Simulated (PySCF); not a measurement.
C₂H₁₂O₂Si₃.
Numbering: `[CH3:1][SiH2:2][O:3][SiH2:4][O:5][SiH2:6][CH3:7]` (hydrogens: H8, H9, H10 on C1; H11, H12 on Si2; H13, H14 on Si4; H15, H16 on Si6; H17, H18, H19 on C7)

The closed-shell SCF was solved with PySCF and density fitting under several settings on one GFN2-xTB geometry (grid level 2 and gas phase unless stated).

```json
{"settings": "BHandHLYP/pcSseg-1", "basis functions": "200", "SCF cycles": "12", "E (Eh)": "-1102.3645", "HOMO (eV)": "-9.54", "LUMO (eV)": "1.57", "dipole (D)": "1.14"}
{"settings": "PW91/STO-3G, grid level 3, fitting basis def2-universal-jkfit", "basis functions": "59", "SCF cycles": "10", "E (Eh)": "-1089.1272", "HOMO (eV)": "-2.24", "LUMO (eV)": "5.83", "dipole (D)": "0.53"}
```

Task: Estimate the row for these settings: OPBE/STO-3G, energy threshold 1e-08 Eh.

Result: 
| settings | basis functions | SCF cycles | E (Eh) | HOMO (eV) | LUMO (eV) | dipole (D) |
| --- | --- | --- | --- | --- | --- | --- |
| OPBE/STO-3G, energy threshold 1e-08 Eh | 59 | 9 | -1089.3109 | -2.26 | 5.89 | 0.56 |

Task: Over all rows, what range does the HOMO–LUMO gap span?

Result: From 8.07 eV (PW91/STO-3G, grid level 3, fitting basis def2-universal-jkfit) to 11.11 eV (BHandHLYP/pcSseg-1). The functional of the narrowest has no exact exchange, that of the widest 50 % exact exchange.

Whole jobs, the steps after the SCF included, on one thread of an Intel Xeon 6975P-C, on a shared host:

| settings | work after the SCF | wall time | peak memory |
| --- | --- | --- | --- |
| BHandHLYP/pcSseg-1 | 3 singlets by full TDDFT, 5 Tamm–Dancoff triplets, polarisability | 29 s | 1.0 GiB |
| PW91/STO-3G, grid level 3, fitting basis def2-universal-jkfit | spin–spin couplings from 17 perturbed nuclei, spin–dipole term for 3 of them | 11 s | 0.52 GiB |
| OPBE/STO-3G, energy threshold 1e-08 Eh | spin–spin couplings from 17 perturbed nuclei, spin–dipole term for 3 of them | 9.0 s | 0.52 GiB |

Cycle counts include a coarse-grid stage where the run had one.

Shape of the structure used: `[CH3:1][SiH2:2][O:3][SiH2:4][O:5][SiH2:6][CH3:7]`: C1–Si2–O3–Si4 40°, Si2–O3–Si4–O5 9°, O3–Si4–O5–Si6 5°, Si4–O5–Si6–C7 150°.

One conformer stands for the species.
